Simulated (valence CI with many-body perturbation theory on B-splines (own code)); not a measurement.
Results of a calculation; reference values are marked as such.
**Cu23+: magnetic and hyperfine properties of the levels**

Level of theory: relativistic CI+MBPT: four valence electrons over a frozen Dirac-Fock core [He], a basis of 11 s, 11 p, 9 d, 7 f, 5 g, 2 h, 1 i functions for each j, with the one-electron correlation potential Σ1, the two-electron term Σ2, the three-electron term Σ3, Breit, model QED; selected CI, second order for the rest (own B-spline code, finite nucleus).

No measured levels were compared; by estimate levels of excited configurations hold to 0.05 to 0.15 % of their energy, terms of the ground configuration to about 0.5 %. Among the levels kept, up to 280 cm⁻¹ of a level comes from second order outside the variational space, and about a tenth of that is noise between levels of different J, which matters for small intervals.

A/g_I is the dipole constant over the nuclear g factor μ/I (μ in nuclear magnetons, uniformly magnetised nucleus), B/Q the quadrupole constant per barn. Both hold the static response of the core; the bare values leave it out. Large factors of s and p1/2 electrons are usually good to 5 to 10 %; those of open d and f shells near neutrality can be off by tens of per cent, and small factors of p3/2, d and f electrons come from cancelling terms and can be off by a factor of two or in sign, in half-filled shells by more. B is blank for J = 1/2, where it vanishes, and for nearly pure S terms. Energies count from the lowest level. Levels with J = 0 are left out.

Names give the largest LS component (configuration and term), which can be under half, so a name can repeat, a term be missing and a line seem to break the LS rules; names also repeat where a configuration has a term twice. Letters in brackets count levels of one name in rising energy.

```tsv
Level	E (eV)	g	A/g_I (MHz)	A/g_I bare	B/Q (MHz/b)	B/Q bare
2s2 2p2 3P_1	16.4	1.497	-4210	-995	37400	37500
2s2 2p2 3P_2	23.4	1.322	75600	77300	1090	1110
2s2 2p2 1D_2	46.3	1.169	50700	51800	73000	73200
2s 2p3 5S°_2	79.7	1.956	175000	176000		
2s 2p3 3D°_1	118.8	0.720	-87500	-84300	65000	65300
2s 2p3 3D°_2	120.1	1.258	141000	139000	102000	103000
2s 2p3 3D°_3	126.3	1.329	180000	178000	-284	-296
2s 2p3 3P°_1	144.4	1.338	183000	181000	-66100	-66400
2s 2p3 3P°_2	148.3	1.359	118000	119000	-96300	-96600
2s 2p3 3S°_1	165.7	1.723	-25400	-17800	3960	3980
2s 2p3 1D°_2	174.3	1.077	123000	122000	-11800	-11800
2s 2p3 1P°_1	195.2	1.201	-35500	-30600	-2150	-2170
2p4 3P_2	245.9	1.424	33900	38400	42600	42800
2p4 3P_1	265.6	1.497	-9640	-4110	-36400	-36600
2p4 1D_2	276.0	1.067	85500	86100	-116000	-117000
2s2 2p 3s 3P°_1	1227.3	1.368	206000	204000	-9100	-9130
2s2 2p 3s 3P°_2	1249.5	1.497	80000	80600	76400	76700
2s2 2p 3p 3D_1	1251.5	0.680	142000	140000	-2160	-2170
2s2 2p 3s 1P°_1	1252.8	1.123	7140	10400	47300	47400
2s2 2p 3p 3P_1 [a]	1261.6	1.399	-23000	-22200	9250	9280
2s2 2p 3p 3D_2	1262.4	1.179	63900	63800	17200	17200
2s2 2p 3p 3P_1 [b]	1278.8	1.213	39300	41400	20700	20800
2s2 2p 3p 3P_2	1281.9	1.318	49200	50600	35400	35500
2s2 2p 3p 3D_3	1281.9	1.331	29500	30800	97900	98300
2s2 2p 3p 3S_1	1282.7	1.724	37700	39800	-17100	-17100
2s2 2p 3d 3F°_2	1286.9	0.754	61200	60400	8910	9010
2s 2p2 3s 5P_1	1288.5	2.398	325000	321000	-6380	-6400
2s2 2p 3p 1D_2	1291.9	1.165	40100	40700	43800	44000
2s2 2p 3d 3F°_3	1293.4	1.116	37800	37600	2290	2380
2s2 2p 3d 3P°_2 [a]	1293.8	1.233	-30500	-30300	-5980	-5940
2s2 2p 3d 3D°_1	1295.8	0.778	-42200	-41900	-834	-806
2s 2p2 3s 5P_2	1299.8	1.812	182000	181000	73800	74100
```

(1) Take the isotope of mass number 65, with I = 3/2, μ = 2.3844 μN and Q = -0.204 b. What is the hyperfine structure of 2s 2p3 3D°_1?

Answers

(1) From the table A = -139000 MHz, B = -13300 MHz. Shifts from the centre of gravity in MHz: F = 1/2: 331000, F = 3/2: 152000, F = 5/2: -212000.
